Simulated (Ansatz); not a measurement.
A run on `C[CH](C)[Sn][OH]` with other settings.

```yaml
crystal:
  periodic: [false, false, false]
  atoms:
    - {symbol: C, position_ang: [-0.273133, 0.074021, -1.366020]}
    - {symbol: C, position_ang: [0.701275, 0.198871, -0.203646]}
    - {symbol: C, position_ang: [0.119261, 1.025573, 0.933600]}
    - {symbol: Sn, position_ang: [1.310964, -1.812482, 0.519195]}
    - {symbol: O, position_ang: [-0.509522, -2.372397, 1.079222]}
    - {symbol: H, position_ang: [-0.577426, 1.059356, -1.742200]}
    - {symbol: H, position_ang: [0.151405, -0.474254, -2.213279]}
    - {symbol: H, position_ang: [-1.191550, -0.446966, -1.073465]}
    - {symbol: H, position_ang: [1.618712, 0.681873, -0.560198]}
    - {symbol: H, position_ang: [0.829041, 1.169073, 1.754663]}
    - {symbol: H, position_ang: [-0.775713, 0.559158, 1.360274]}
    - {symbol: H, position_ang: [-0.180927, 2.024374, 0.591036]}
    - {symbol: H, position_ang: [-1.201890, -1.720901, 0.935719]}
basis:
  gaussian: {orbitals: ANO-RCC-VTZP}
magnetization: {spin_polarized: true, initial_magnetization: 2}
hamiltonian: {xc: {name: HSE06}, dispersion: d3bj}
```

```sh
$ ansatz run in.yaml --threads 8 --pin off --events-out ev --progress --plain --max-ram 18278MiB
```

Output, abridged:

```
Functional definition: HSE06
2149 factors; their error is unknown
150 factors; integrals over basis functions are off by at most 1.6e-6 eV
mean field evaluation 1: about -173330.2805 eV, gradient 6.4e1 eV
mean field evaluation 2: about -173247.5762 eV, gradient 1.4e2 eV
mean field evaluation 4: about -173347.2420 eV, gradient 1.5e1 eV
mean field evaluation 8: about -173348.1955 eV, gradient 2.1e-1 eV
mean field evaluation 16: about -173348.3451 eV, gradient 3.1e-3 eV
mean field -173348.34506673 eV, -6370.4341814739 hartree, gradient 3.4e-5 eV, S^2 2.007478; 0 other end points of the search recorded, 0 dependent functions left out
reference -173348.34515174 eV, -6370.4341845980 hartree; 43, 41 occupied and 257, 259 virtual orbitals, 2149 factors
Total energy: -173348.56983816 eV, -6370.4424416714 hartree
Relativity: scalar
```

It took 18 s on 8 threads of an Arm Neoverse V1 on a shared host, with 2 GiB of host memory at the peak.
